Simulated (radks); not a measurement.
Results of a calculation; reference values are marked as such.
S V, configuration [Ne] 3s2 (the NIST ground configuration). Level of theory: non-relativistic Kohn-Sham, r2SCAN, spin-unpolarised, spherical densities, point nucleus; meta-GGA in the generalised Kohn-Sham scheme (a radial shooting solver on a logarithmic mesh with Libxc functionals).

X-ray form factor f0, the Fourier transform of the density (f0(0) = 12):

sin(theta)/lambda (1/angstrom),f0 (electrons)
0.05,11.873
0.1,11.516
0.15,10.988
0.2,10.364
0.25,9.714
0.3,9.088
0.4,7.983
0.5,7.055
0.6,6.224
0.8,4.728
1,3.522
1.25,2.503
1.5,1.917
2,1.404
